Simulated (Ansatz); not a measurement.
Al₂Te₂. Total charge 0; quintet. Geometry B3LYP-D4/def2-SVP; atoms count from 1.

```xyz
4

Al    0.818    1.150    0.945
Al   -0.818   -1.149   -0.947
Te    1.792   -0.806   -0.570
Te   -1.792    0.805    0.572
```

In the def2 sets Te takes a core potential; there is no spin–orbit coupling. At PBE0-D4/def2-TZVP a broken-symmetry singlet of charge 0 lies 3.22 eV below the quintet, each at its own geometry. The structure comes from a short search, and lower isomers may exist.

Q: Estimate the Mulliken populations from the PBE0/def2-TZVP orbitals of Ansatz.

A: 
| atom | charge (e) | spin (α − β) |
| --- | --- | --- |
| Al1 | 0.12 | 1.18 |
| Al2 | 0.12 | 1.18 |
| Te3 | -0.12 | 0.82 |
| Te4 | -0.12 | 0.82 |
Mulliken values and Mayer orders depend strongly on the basis.

Q: Where does the spin sit?

A: Summed by element: Al 2.36, Te 1.64, of 4 unpaired in all. Largest on single atoms: Al2 1.18, Al1 1.18, Te3 0.82.

Q: And the Mayer bond orders between bonded heavy atoms (over 0.3)?

A: Al1–Te3 0.96 (2.66 Å); Al1–Te4 0.96 (2.66 Å); Al2–Te3 0.96 (2.66 Å); Al2–Te4 0.96 (2.66 Å). Values over 0.3 also appear between atoms too far apart for a bond (Al1–Al2 0.40 at 3.40 Å; Te3–Te4 0.42 at 4.09 Å); they arise where an orbital or an unpaired electron spreads over both atoms.
